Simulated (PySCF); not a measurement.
# Excitation energy of Ge by level of theory

Ge [Ar] 3d10 4s2 4p2 (3P) → Ge [Ar] 3d10 4s1 4p3 (5S), as a difference of total energies. All numbers are calculated (PySCF 2.14, no relativity, point nucleus, in def2-TZVPPD (7s5p5d1f, 54 functions)). Correlated levels: valence: [Ar] 3d10 frozen; valence and next inner shell: [Ne] frozen. The calculations carry no spin-orbit coupling.

```tsv
method	excitation energy (cm⁻¹)
UHF	25713
LDA	44448
PBE	42817
PBE0	39865
r2SCAN	37684
PW91	42709
wB97X-V	42083
revPBE	41624
wB97X	46302
MP2 (valence)	32711
SCS-MP2 (valence)	35932
MP2 (valence and next inner shell)	34186
SCS-MP2 (valence and next inner shell)	37203
```

These non-relativistic numbers lack the scalar-relativistic shift.

Errors of the correlated levels include the incompleteness of this basis and the frozen core.

For comparison: 40958 cm⁻¹ (measured; NIST levels, between the centres of gravity of the two terms).
